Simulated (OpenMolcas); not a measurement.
Rh4+ among 4 point charges of -1.5 e arranged as a tetrahedron (Td), 2.02 Å from the ion.
```
   1.1662    1.1662    1.1662  -1.50
   1.1662   -1.1662   -1.1662  -1.50
  -1.1662    1.1662   -1.1662  -1.50
  -1.1662   -1.1662    1.1662  -1.50
```

```json
{
  "Program": "OpenMolcas 26.06",
  "Method": "CASSCF",
  "Basis": "ANO-RCC-VDZP [6s5p3d1f]",
  "Scalar Hamiltonian": "DKH2, point nucleus",
  "Active space": "5 electrons in 5 orbitals (4d)",
  "State averaging": "2S+1 = 6 even, 1 root; 2S+1 = 4 even, 24 roots; 2S+1 = 2 even, 75 roots",
  "Spin-orbit coupling": "RASSI with atomic mean-field integrals over the reference wave functions"
}
```

(1) What is the spin-free ground state (labels of Td)?

(2) What are the lowest two levels with spin-orbit coupling?

(3) What is χT at 300 K, and how does it compare with the textbook value?

(4) Which ligand-field parameters describe the states?

Results:

(1) 6A1, 1-fold in its orbital part, 100 % from free-ion S terms; it has the highest spin that d5 allows.

(2) A 6-fold level, then a 4-fold level Γ8 29306 cm-1 above it. Their leading multiplicities are 6 (99 %) and 4 (96 %).

(3) The lowest level has 2S+1 = 6, for which the spin-only value is χT = S(S+1) / 2 = 4.375 cm3 K/mol (g = 2). The computed 4.368 at 300 K differs by -0.007, through a little spin-orbit mixing out of the ground term, against the free-electron g of 2.0023, which raises it.

(4) A least-squares ligand-field fit to the states below 45000 cm-1, each weighted by its degeneracy and with a free common offset, gives 10Dq = -2024 cm-1 (negative for this site), B = 1000 cm-1 and C = 4052 cm-1 (C/B = 4.05), with an rms deviation of 22 cm-1. 

Without dynamic correlation the repulsion within the d shell is too large (B by tens of per cent), so at a given field states of lower spin stand too high. Point charges give a weaker field than real ligands, and real ions of this kind are as a rule low spin; the high spin found here belongs to the model. Point charges carry no covalency, so the field is a model and not that of real ligands. No measured value stands beside these numbers.
